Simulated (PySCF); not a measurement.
C6H15O (SMILES CC(C)CC(C)[OH2+]), charge +1, singlet, geometry from GFN2-xTB; PySCF with BLYP/STO-3G.

Here is a job for PySCF.
```python
from pyscf import gto, scf, dft

mol = gto.M(
    atom='''
C     1.51690442   -1.41971904   -0.24378573
C     1.40505215   -0.07373810    0.48414863
C     2.01623325    1.03976375   -0.36381501
C    -0.02692007    0.26556411    0.93788271
C    -1.05411537    0.38736354   -0.17379600
C    -2.37166067    0.98323651    0.26509911
O    -1.34287486   -1.02525699   -0.61158989
H     0.99879037   -2.21740868    0.29055638
H     1.20911345   -1.35273697   -1.29212350
H     2.56418651   -1.71381692   -0.27863193
H     1.99290782   -0.14922192    1.40299502
H     1.54026238    1.12375991   -1.33877963
H     3.07020753    0.83878908   -0.53175862
H     1.93627406    1.99739621    0.14226544
H     0.00382205    1.21808948    1.46647643
H    -0.37865578   -0.48306837    1.65105011
H    -0.64768996    0.92780748   -1.03290850
H    -2.77234369    0.44338393    1.11865954
H    -2.22326304    2.01889486    0.55474022
H    -3.10154716    0.96724142   -0.54110959
H    -1.90738052   -1.04673974   -1.40881562
H    -0.45464738   -1.46513842   -0.74429878
''',
    basis='sto-3g',
    charge=1,
    verbose=4,
)

mf = dft.RKS(mol)
mf.xc = 'blyp'
mf.grids.becke_scheme = dft.gen_grid.stratmann
mf.kernel()
mf.analyze()
```

What the program printed (banner, timings and long lists left out):

```
PySCF version 2.14.0

[INPUT] verbose = 4
[INPUT] num. atoms = 22
[INPUT] num. electrons = 58
[INPUT] charge = 1
[INPUT] spin (= nelec alpha-beta = 2S) = 0
[INPUT] symmetry False subgroup None
[INPUT] Mole.unit = angstrom
[INPUT] Symbol           X                Y                Z      unit          X                Y                Z       unit  Magmom
[INPUT]  1 C      1.516904420000  -1.419719040000  -0.243785730000 AA    2.866533910942  -2.682880159430  -0.460688262777 Bohr   0.0
[INPUT]  2 C      1.405052150000  -0.073738100000   0.484148630000 AA    2.655163754231  -0.139344813946   0.914908314283 Bohr   0.0
[INPUT]  3 C      2.016233250000   1.039763750000  -0.363815010000 AA    3.810128645742   1.964868721751  -0.687510728906 Bohr   0.0
[INPUT]  4 C     -0.026920070000   0.265564110000   0.937882710000 AA   -0.050871559554   0.501843436414   1.772341458865 Bohr   0.0
[INPUT]  5 C     -1.054115370000   0.387363540000  -0.173796000000 AA   -1.991989352995   0.732011001242  -0.328426841545 Bohr   0.0
[INPUT]  6 C     -2.371660670000   0.983236510000   0.265099110000 AA   -4.481789126702   1.858047719573   0.500964713766 Bohr   0.0
[INPUT]  7 O     -1.342874860000  -1.025256990000  -0.611589890000 AA   -2.537665704964  -1.937454918396  -1.155737392653 Bohr   0.0
[INPUT]  8 H      0.998790370000  -2.217408680000   0.290556380000 AA    1.887440255153  -4.190295111433   0.549071981945 Bohr   0.0
[INPUT]  9 H      1.209113450000  -1.352736970000  -1.292123500000 AA    2.284893274028  -2.556302391874  -2.441759534114 Bohr   0.0
[INPUT] 10 H      2.564186510000  -1.713816920000  -0.278631930000 AA    4.845610236204  -3.238644606446  -0.526538037259 Bohr   0.0
[INPUT] 11 H      1.992907820000  -0.149221920000   1.402995020000 AA    3.766049971304  -0.281988560582   2.651276341929 Bohr   0.0
[INPUT] 12 H      1.540262380000   1.123759910000  -1.338779630000 AA    2.910674058171   2.123598459666  -2.529926841847 Bohr   0.0
[INPUT] 13 H      3.070207530000   0.838789080000  -0.531758620000 AA    5.801851377277   1.585081637476  -1.004878156177 Bohr   0.0
[INPUT] 14 H      1.936274060000   1.997396210000   0.142265440000 AA    3.659027675500   3.774531799144   0.268842718591 Bohr   0.0
[INPUT] 15 H      0.003822050000   1.218089480000   1.466476430000 AA    0.007222627734   2.301855512414   2.771238820830 Bohr   0.0
[INPUT] 16 H     -0.378655780000  -0.483068370000   1.651050110000 AA   -0.715555719684  -0.912866918740   3.120032525833 Bohr   0.0
[INPUT] 17 H     -0.647689960000   0.927807480000  -1.032908500000 AA   -1.223956638031   1.753302033523  -1.951914176735 Bohr   0.0
[INPUT] 18 H     -2.772343690000   0.443383930000   1.118659540000 AA   -5.238970297266   0.837874195733   2.113960157232 Bohr   0.0
[INPUT] 19 H     -2.223263040000   2.018894860000   0.554740220000 AA   -4.201358248468   3.815158359692   1.048307086081 Bohr   0.0
[INPUT] 20 H     -3.101547160000   0.967241420000  -0.541109590000 AA   -5.861074694823   1.827821380135  -1.022548928476 Bohr   0.0
[INPUT] 21 H     -1.907380520000  -1.046739740000  -1.408815620000 AA   -3.604426798130  -1.978051432298  -2.662275681809 Bohr   0.0
[INPUT] 22 H     -0.454647380000  -1.465138420000  -0.744298780000 AA   -0.859159031451  -2.768710348378  -1.406520849048 Bohr   0.0

nuclear repulsion = 350.979155105378
number of shells = 36
number of NR pGTOs = 150
number of NR cGTOs = 50
basis = sto-3g
ecp = {}

******** <class 'pyscf.dft.rks.RKS'> ********
method = RKS
initial guess = minao
damping factor = 0
level_shift factor = 0
DIIS = <class 'pyscf.scf.diis.CDIIS'>
diis_start_cycle = 1
diis_space = 8
diis_damp = 0
SCF conv_tol = 1e-09
SCF conv_tol_grad = None
SCF max_cycles = 50
direct_scf = True
direct_scf_tol = 1e-13
XC library pyscf.dft.libxc version 7.1.2
    S. Lehtola, C. Steigemann, M. J. T. Oliveira, and M. A. L. Marques,  SoftwareX 7, 1–5 (2018)
XC functionals = blyp
    A. D. Becke,  Phys. Rev. A 38, 3098 (1988)
    C. Lee, W. Yang, and R. G. Parr,  Phys. Rev. B 37, 785 (1988)
    B. Miehlich, A. Savin, H. Stoll, and H. Preuss,  Chem. Phys. Lett. 157, 200 (1989)
radial grids:
    Treutler-Ahlrichs [JCP 102, 346 (1995); DOI:10.1063/1.469408] (M4) radial grids

becke partition: Stratmann, Scuseria, Frisch. CPL, 257, 213 (1996); DOI:10.1016/0009-2614(96)00600-8
pruning grids: <function nwchem_prune>
grids dens level: 3
symmetrized grids: False
atomic radii adjust function: <function treutler_atomic_radii_adjust>
small_rho_cutoff = 0
Set gradient conv threshold to 3.16228e-05
Initial guess from minao.
tot grids = 245912
init E= -309.209623414936
  HOMO = -0.327411734508461  LUMO = 0.0752525410266832  gap/eV = 10.95705
cycle= 1 E= -308.544739062491  delta_E= 0.665  |g|= 0.353  |ddm|= 5.41
  HOMO = -0.376434548533288  LUMO = -0.118419577124056  gap/eV = 7.02094
cycle= 2 E= -308.54321523202  delta_E= 0.00152  |g|= 0.389  |ddm|= 0.946
  HOMO = -0.398445371280301  LUMO = -0.10958101302885  gap/eV = 7.86040
cycle= 3 E= -308.586533440324  delta_E= -0.0433  |g|= 0.0436  |ddm|= 0.495
  HOMO = -0.402831277522982  LUMO = -0.101956053810128  gap/eV = 8.18723
cycle= 4 E= -308.587154728562  delta_E= -0.000621  |g|= 0.0157  |ddm|= 0.0826
  HOMO = -0.401838252189826  LUMO = -0.102323935507529  gap/eV = 8.15020
cycle= 5 E= -308.587227072314  delta_E= -7.23e-05  |g|= 0.00214  |ddm|= 0.021
  HOMO = -0.401806186719775  LUMO = -0.102168566698402  gap/eV = 8.15355
cycle= 6 E= -308.587228606598  delta_E= -1.53e-06  |g|= 0.00047  |ddm|= 0.00358
  HOMO = -0.401845322329279  LUMO = -0.102279546018511  gap/eV = 8.15160
cycle= 7 E= -308.58722867391  delta_E= -6.73e-08  |g|= 0.000131  |ddm|= 0.000809
  HOMO = -0.401835960302725  LUMO = -0.102273354896979  gap/eV = 8.15151
cycle= 8 E= -308.5872286796  delta_E= -5.69e-09  |g|= 1.38e-05  |ddm|= 0.000196
  HOMO = -0.401835628794715  LUMO = -0.102272057271314  gap/eV = 8.15154
cycle= 9 E= -308.587228679654  delta_E= -5.39e-11  |g|= 4.58e-06  |ddm|= 2.43e-05
  HOMO = -0.401835578193073  LUMO = -0.102273787643921  gap/eV = 8.15149
Extra cycle  E= -308.587228679654  delta_E= -2.27e-13  |g|= 5.23e-06  |ddm|= 1.36e-05
converged SCF energy = -308.587228679654
**** SCF Summaries ****
Total Energy =                        -308.587228679654061
Nuclear Repulsion Energy =             350.979155105378197
One-electron Energy =                -1101.491176599832215
Two-electron Energy =                  441.924792814799957
Two-electron Coulomb Energy =          488.114243248988430
DFT Exchange-Correlation Energy =      -46.189450434188480
HOMO-LUMO gap [eV] =                     8.151491519475368
**** MO energy ****
MO #1   energy= -19.0061621526792  occ= 2
MO #2   energy= -10.0547004695039  occ= 2
MO #3   energy= -9.9458601868982   occ= 2
MO #4   energy= -9.94379650291001  occ= 2
MO #5   energy= -9.92992426666532  occ= 2
MO #6   energy= -9.9211900892351   occ= 2
MO #7   energy= -9.88524288744745  occ= 2
MO #8   energy= -1.25567526669954  occ= 2
MO #9   energy= -0.906170411461882 occ= 2
MO #10  energy= -0.852955117543975 occ= 2
MO #11  energy= -0.789713182566851 occ= 2
MO #12  energy= -0.764361472847603 occ= 2
MO #13  energy= -0.72973206700741  occ= 2
MO #14  energy= -0.729264219452111 occ= 2
MO #15  energy= -0.666213907347656 occ= 2
MO #16  energy= -0.633670100611846 occ= 2
MO #17  energy= -0.557819116356853 occ= 2
MO #18  energy= -0.545521552134677 occ= 2
MO #19  energy= -0.523731407714338 occ= 2
MO #20  energy= -0.514796205700571 occ= 2
MO #21  energy= -0.508940010061758 occ= 2
MO #22  energy= -0.497507875368186 occ= 2
MO #23  energy= -0.48991448171078  occ= 2
MO #24  energy= -0.464977704085002 occ= 2
MO #25  energy= -0.459877704112352 occ= 2
MO #26  energy= -0.445314354055891 occ= 2
MO #27  energy= -0.408770760487661 occ= 2
MO #28  energy= -0.407760870844028 occ= 2
MO #29  energy= -0.401835578193073 occ= 2
MO #30  energy= -0.102273787643921 occ= 0
MO #31  energy= -0.0192624745257322 occ= 0
MO #32  energy= 0.0401637734314431 occ= 0
MO #33  energy= 0.107898372734442  occ= 0
MO #34  energy= 0.138413528063776  occ= 0
MO #35  energy= 0.153192445832126  occ= 0
MO #36  energy= 0.168896423156907  occ= 0
MO #37  energy= 0.1771689484176    occ= 0
 ** Mulliken pop on meta-lowdin orthogonal AOs  **
 ** Mulliken pop  **
 ** Mulliken atomic charges  **
charge of    0C =     -0.15793
charge of    1C =     -0.01187
charge of    2C =     -0.14453
charge of    3C =     -0.09473
charge of    4C =      0.10168
charge of    5C =     -0.15020
charge of    6O =      0.01835
charge of    7H =      0.05682
charge of    8H =      0.04257
charge of    9H =      0.08901
charge of   10H =      0.06801
charge of   11H =      0.04104
charge of   12H =      0.06670
charge of   13H =      0.05993
charge of   14H =      0.08553
charge of   15H =      0.06772
charge of   16H =      0.07612
charge of   17H =      0.07941
charge of   18H =      0.09375
charge of   19H =      0.06948
charge of   20H =      0.27352
charge of   21H =      0.26961

WARN: System has nonzero charge 1; the dipole moment is origin-dependent.
Location of origin: [0. 0. 0.]

Dipole moment(X, Y, Z, Debye): -3.66199, -2.19253, -2.87667
```
